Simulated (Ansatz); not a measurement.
Wavefunction ladder for FGeH5Sn, SMILES `[F][SnH2][GeH3]`

```xyz
8

F     2.4051   -0.4942    0.4341
Sn    1.0306    0.5549   -0.4299
Ge   -1.2014   -0.4956    0.3795
H     1.3333    2.1485    0.1034
H     1.3674    0.3825   -2.0949
H    -1.2677   -1.9640   -0.0593
H    -2.3794    0.2722   -0.2412
H    -1.2878   -0.4043    1.9083
```

Total charge 0; spin multiplicity 1. Correlated methods include outer-core shells of Ge, Sn, which these sets cover unevenly. Scalar relativity is left out up to krypton. Sn takes the def2 core potential. Geometry: relaxed with PBE0-D4/def2-TZVP. Frozen core, restricted reference, the Gaussian-basis code of Ansatz.

```tsv
basis	HF (Eh)	MP2 corr.	CCSD corr.	(T)	CCSD(T) total
def2-SVP	?	?	?	-0.01301	?
def2-TZVPP	-2391.13406	-0.84762	-0.86537	-0.02556	-2392.02499
def2-QZVPP	-2391.18405	?	–	–	–
```

Problem. Fill in the withheld values. (Best estimate.)

Solution. Ansatz gave: def2-SVP HF (Eh): -2390.72728; def2-SVP MP2 corr.: -0.53921; def2-SVP CCSD corr.: -0.56925; def2-SVP CCSD(T) total: -2391.30954; def2-QZVPP MP2 corr.: -1.34997.
